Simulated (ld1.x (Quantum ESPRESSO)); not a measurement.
# Transferability test, ultrasoft potential for Pt (Z = 78)

ld1.x (Quantum ESPRESSO) 7.5 input, shortened:

```
&input
   title='Pt', zed=78., rel=2, dft='PZ', iswitch=3,
   config='[Xe] 4f14 5d9 6s0 6p0', rel_dist='average'
 /
 &inputp
   pseudotype=3, tm=.true., lloc=-1, rcloc=2.92,
   nlcc=.true., rcore=1.15,
   which_augfun='PSQ', rmatch_augfun=1.82
 /
6
6S  1  0   0.00   0.00  2.92  3.58  0.0
6S  1  0   0.00  -0.35  2.92  3.58  0.0
6P  2  1   0.00   0.00  3.32  3.70  0.0
6P  2  1   0.00   1.35  3.32  3.70  0.0
5D  3  2   9.00   0.00  1.62  2.02  0.0
5D  3  2   0.00  -0.65  1.62  2.02  0.0
 &test
   configts(1)='5d9 6s0 6p0'
 /
```

Open shells are filled in proportion to 2j + 1 (rel_dist='average').

Energies are relative to the spin-unpolarised reference configuration 5d9 6s0 6p0; without spin polarisation the order of configurations can differ from experiment.

```tsv
valence configuration	charge	ΔE all-electron (eV)	error AE − PS (meV)
5d9 6s1 6p0	0	-9.558	-3.6
5d7 6s0 6p0	+3	52.786	-289
5d6 6s0 6p0	+4	98.715	-917
5d9.5 6s0.5 6p0	0	-9.656	-3.2
5d8 6s2 6p0	0	-8.610	-32
```

Problem. What are ΔE and the potential's error for 5d8 6s0 6p0?

Solution. ΔE = 20.275 eV all-electron; the error (AE − PS) is -47 meV.

Problem. What are ΔE and the potential's error for 5d9 6s0.5 6p0?

Solution. ΔE = -5.691 eV all-electron; the error (AE − PS) is -1.0 meV.

Levels in the configuration 5d9 6s1 6p0:

```json
{"level": "5d j=3/2", "all-electron (eV)": "-7.219", "pseudo (eV)": "-7.225"}
{"level": "5d j=5/2", "all-electron (eV)": "-5.881", "pseudo (eV)": "-5.885"}
{"level": "6s j=1/2", "all-electron (eV)": "-5.984", "pseudo (eV)": "-5.978"}
```
